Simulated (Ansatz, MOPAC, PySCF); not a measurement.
Species: HSiO (charge -1, singlet). SMILES: O=[SiH-]
Structure (B3LYP-D3(BJ)/def2-TZVP (Ansatz, a quantum-chemistry and plane-wave program) minimum search):
```
Si
O 1 1.5685
H 1 1.6384 2 106.09
```
Charge -1, spin multiplicity 1.

Unscaled harmonic wavenumbers (cm⁻¹) in rising order, each level at the stationary point that it reaches from this structure (no distance between atoms moves by over 0.3 Å); the order of modes can differ between levels, and a negative number is imaginary. B3LYP-D3(BJ)/def2-TZVP (PySCF, at the structure above): 805, 1065, 1447.

AM1 (MOPAC): 708, 1115, 2088. Zero-point energy 5.6 against 4.7 kcal/mol; where all levels lie over 400 cm⁻¹, the wavenumbers are on average 1.123 times those of B3LYP-D3(BJ)/def2-TZVP.

HF/6-31G* (Ansatz): 929, 1196, 1650. Zero-point energy 5.4 against 4.7 kcal/mol; where all levels lie over 400 cm⁻¹, the wavenumbers are on average 1.139 times those of B3LYP-D3(BJ)/def2-TZVP.
